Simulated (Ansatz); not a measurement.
Total energies of Ge3H10Si (`[GeH3][SiH2][GeH2][GeH3]`).

Cartesian coordinates in Å:
```
Ge -0.3862 -1.6383 1.7086
Si 0.0525 0.6923 1.5212
Ge 1.0150 1.1556 -0.6044
Ge -0.4059 0.2893 -2.3667
H 0.9046 -2.4423 1.4781
H -0.9442 -1.9974 3.0960
H -1.4131 -2.0633 0.6451
H 0.9623 1.1269 2.6168
H -1.2266 1.4435 1.6491
H 2.3967 0.4811 -0.7006
H 1.2146 2.6707 -0.7982
H -0.5100 -1.2401 -2.2463
H 0.1588 0.6376 -3.7535
H -1.8185 0.8845 -2.2452
```

The species carries charge 0 and has multiplicity 1. Correlated methods include outer-core shells of Ge, which these sets cover unevenly. Scalar relativity is left out up to krypton. Geometry: relaxed with PBE0-D4/def2-TZVP. It is one conformer, not always the lowest. Basis def2-TZVPP, Ansatz 0.2.0.

RPA on PBE orbitals: Hartree–Fock energy of these orbitals -6520.76624 Eh, correlation -1.56460 Eh (frozen core).

| functional | energy without D4 (Eh) | D4 term (kJ/mol) |
| --- | --- | --- |
| LDA (SPW92) | -6515.79820 | – |
| PBE | -6525.40775 | -35.2 |

Give the same for revPBE, BLYP, r2SCAN, B97M-V, PBE0, B3LYP, r2SCANh, r2SCAN0, HSE06 (plane-wave form), BHLYP, CAM-B3LYP, LC-ωPBE, ωB97X-V, ωB97M-V, B2PLYP, PBE-QIDH. (An estimate is asked.)

Ansatz gave: 
```tsv
functional	energy without D4 (Eh)	D4 term (kJ/mol)
revPBE	-6525.98320	-83.5
BLYP	-6526.65904	-73.0
r2SCAN	-6526.47243	-8.8
B97M-V	-6525.29886	–
PBE0	-6525.61360	-30.8
B3LYP	-6526.69923	-57.2
r2SCANh	-6526.44817	-9.7
r2SCAN0	-6526.41424	-10.8
HSE06 (plane-wave form)	-6525.60692	-29.4
BHLYP	-6526.46000	-51.9
CAM-B3LYP	-6526.88633	-32.4
LC-ωPBE	-6525.62825	–
ωB97X-V	-6525.91555	–
ωB97M-V	-6526.11949	–
B2PLYP	-6525.28456	–
PBE-QIDH	-6524.54762	–
```

B3LYP takes the VWN-RPA correlation (the form of Gaussian; ORCA's B3LYP/G). HSE06 is the plane-wave form, built on full-range PBE exchange. The double hybrids freeze the cores in their second-order part.

LC-ωPBE has ω = 0.4 bohr⁻¹.
